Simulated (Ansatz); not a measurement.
`[SiH3]O[Si]Br` + H₂ → `[SiH]Br` + silanol at 700 K and 1 bar (hydrogenolysis of the Si–O bond).

Computed with Ansatz on PBE0-D4/def2-TZVP structures; ΔE is electronic, products minus reactants. CCSD(T)/CBS adds triple-zeta CCSD(T) − MP2 to the extrapolated MP2 energy (def2 sets, frozen cores). This one scheme is used for every species. For Br outer-core shells are correlated without core-valence functions, which leaves a few kJ/mol of doubt a bond. Scalar relativity is left out up to krypton. One conformer a species, not always the lowest.

| species | CCSD(T)/CBS energy (Eh) | H − E (kJ/mol) | S (J/(mol·K)) |
| --- | --- | --- | --- |
| `[SiH3]O[Si]Br` | -3228.55316 | 145.1 | 444.5 |
| H₂ | -1.17544 | 46.8 | 155.3 |
| `[SiH]Br` | -2862.97869 | 49.0 | 302.5 |
| `O[SiH3]` | -366.69042 | 144.6 | 321.6 |

H − E and S are ideal-gas, rigid-rotor, harmonic terms from PBE0-D4/def2-TZVP, for one conformer and one mirror image of each species. The MP2-based limit puts H₂ 0.8 mEh under its directly extrapolated value; such offsets cancel only in part. 1 Eh = 2625.50 kJ/mol, R = 8.31446 J/(mol·K).

By hand: ΔE, ΔH, ΔS and ΔG.

ΔE = (-2862.97869) + (-366.69042) − (-3228.55316) − (-1.17544) = 0.05949 Eh = 156.2 kJ/mol. Δ(H − E) = 49.0 + 144.6 − 145.1 − 46.8 = 1.7, so ΔH = 157.9 kJ/mol. ΔS = 302.5 + 321.6 − 444.5 − 155.3 = 24.3 J/(mol·K). ΔG = 157.9 − 700 × (24.3)/1000 = 140.9 kJ/mol.

By hand: the equilibrium constant, and the temperature at which ΔG would vanish if ΔH and ΔS stayed fixed.

log₁₀ K = −ΔG/(RT ln 10) = -10.5. ΔG = 0 at ΔH/ΔS = 6498 K, far beyond where these terms or the molecules hold.

ΔH outweighs TΔS. A doubt of 5 kJ/mol in ΔE shifts log₁₀ K by 0.4 here. Other conformers and mirror images would add mixing entropy, several J/(mol·K) or more a flexible species. These are equilibria of isolated gas molecules and say nothing of rates. Largest T1 diagnostic: 0.012 (customary marks: 0.02 for closed shells, 0.045 for open ones).
